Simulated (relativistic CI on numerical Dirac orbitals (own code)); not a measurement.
Computed by Dirac-Coulomb-Breit CI, orbitals from a KLI potential per configuration, model QED, unscaled Slater integrals (own radial code, finite nucleus).

The strongest absorption lines from the ground level of an ion, among the configurations computed and to levels below about 2530 eV (vacuum wavelength in Å, gf): 4.9128 (0.052), 4.9171 (0.027), 5.4767 (0.12), 5.4870 (0.064), 7.2861 (0.49), 7.3296 (0.26), 132.03 (0.095), 207.38 (0.03).

(1) Which ion is it?
A. Ga²⁶⁺
B. Ga²⁸⁺
C. As³⁰⁺
D. Cu²⁶⁺

Answers

(1) B. Ga²⁸⁺ has 3 electrons and the ground level 2s 2S_1/2; the strongest line goes to 3p 2P°_3/2. The pattern of lines fixes the number of electrons, and along that sequence the line energies rise steadily with the charge (about as its square where n changes within one kind of shell, about linearly where n is kept but much faster in heavy ions where fine structure, which grows about as Z⁴, sets the gap, and irregularly where shells cross), which fixes Z. Configurations outside the model, such as inner-shell arrays, can give stronger lines. At this charge energies of transitions that change n are usually good to better than 1 %, and those within a shell (Δn = 0) to a few per cent.
